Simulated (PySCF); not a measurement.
**Working out the ionisation energy of Si+**

Si+ [Ne] 3s2 3p1 (2P) → Si(2+) [Ne] 3s2 (1S). Calculation: PySCF 2.14, in aug-cc-pwCVTZ (8s7p5d3f, 75 functions); the non-relativistic Hamiltonian (point nucleus). Frozen: [Ne]. Energies in hartree (1 hartree = 27.21139 eV):

| part | Si+ (lower) | Si(2+) (upper) |
| --- | --- | --- |
| UHF | -288.576060 | -287.994337 |
| CCSD correlation | -0.059132 | -0.045028 |
| (T) | -0.001126 | 0.000000 |

Question: What does Hartree-Fock give?

Answer: (-287.994337) − (-288.576060) = 0.581723 hartree = 15.829 eV.

Question: What do CCSD and CCSD(T) give?

Answer: The CCSD correlation energies differ by 0.014104 hartree = 0.384 eV and the triples by 0.001126 hartree = 0.031 eV, so CCSD gives 16.213 eV and CCSD(T) 16.244 eV.

Measured between the centres of the two terms (NIST): 16.322 eV, so CCSD(T) (valence) is off by -0.078 eV.

What remains against the reference includes basis incompleteness, the frozen core and higher excitations.
